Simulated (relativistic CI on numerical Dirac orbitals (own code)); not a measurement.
Radial Dirac CI calculation of Ne II.

Command:

```sh
python run_levels.py task.json out
```

Input:

```
atom Ne  Z=10  charge=1  electrons=9
nucleus A=20  rms_radius_fm=3.0055
hamiltonian dirac-coulomb  breit=on  qed=on  c_scale=1
orbitals kli  potential=per-configuration
slater_scale 1
correlation none
mixing on
grid step=0.0125 r_max=34.5
scf mixing=0.4 start=green max_iterations=150 tolerance=2e-08 node_fill=0.05
configurations
  [He] 2s2 2p5
end
```

Output:

```
SCF 1: [He] 2s2 2p5
 iter      energy (Ha)   residual   last orbital (Ha)
    1      -126.613337   7.74e-01     -2.74668
    2      -127.759708   3.06e-01     -1.98986
    3      -127.957841   2.54e-02     -1.57042
    4      -127.961141   1.55e-02     -1.61360
    5      -127.961334   1.75e-03     -1.59833
    6      -127.961326   8.71e-05     -1.59608
    7      -127.961326   8.61e-05     -1.59581
    8      -127.961327   1.15e-05     -1.59590
    9      -127.961327   3.39e-07     -1.59591
   10      -127.961327   1.57e-07     -1.59591
   11      -127.961327   4.17e-09     -1.59591
orbital energies (Ha): 1s -31.7392  2s -2.4696  2p1/2 -1.6002  2p3/2 -1.5959
configuration averages (Ha): Dirac-Coulomb, Breit, QED
  2p5                           -127.961327    0.016468    0.010710
levels: no., configuration, term, J, E (cm-1), weight
   1 2p5                    2P*  3/2              0.0  1.00
   2 2p5                    2P*  1/2            765.3  1.00
lowest total energy -127.935311 Ha
end: converged
```

With so few configurations and no correlation, terms lie too far apart (by 10 to 50 % or more near neutrality), their order can be wrong, and levels of other configurations are missing.
